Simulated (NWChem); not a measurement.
System: BiCl3; SMILES [Cl][Bi]([Cl])[Cl]

```xyz
4

Bi     0.0000     0.0000     0.4468
Cl    -0.8455     1.9881    -0.7272
Cl     2.1445    -0.2618    -0.7272
Cl    -1.2990    -1.7263    -0.7272
```
Atoms are numbered in this order, from 1.

Results from NWChem. Medium grid unless said otherwise, to which SCAN and Minnesota functionals are sensitive. Geometry: optimised at PBE0/def2-SVP. def2 effective core potentials on Bi; no spin-orbit coupling. Total energies of different functionals are on different scales.

```csv
level,energy (Ha),highest occupied level (eV),orbital gap (eV),dipole (D)
B3LYP/def2-SVP,-1595.0318,-8.26,5.80,3.96
PBE/def2-SVP,-1594.3872,-7.33,4.36,3.75
LC-BLYP (range parameter 0.33 per bohr)/def2-SVP,-1593.9923,-10.53,10.10,4.05
MN15-L/def2-SVP,-1594.0738,-7.88,5.07,4.45
MPW1K/def2-SVP,-1595.0372,-9.53,7.65,4.35
B97-2/def2-SVP,-1595.2489,(withheld),(withheld),(withheld)
"LDA (Slater exchange, VWN5)/def2-SVP",-1590.2044,-7.45,4.27,3.54
BHandHLYP/def2-SVP,-1594.7958,-9.58,8.11,4.31
```

Problem. What belongs in the gaps?

Solution. 
- B97-2/def2-SVP, highest occupied level (eV): -8.39
- B97-2/def2-SVP, orbital gap (eV): 5.99
- B97-2/def2-SVP, dipole (D): 4.19
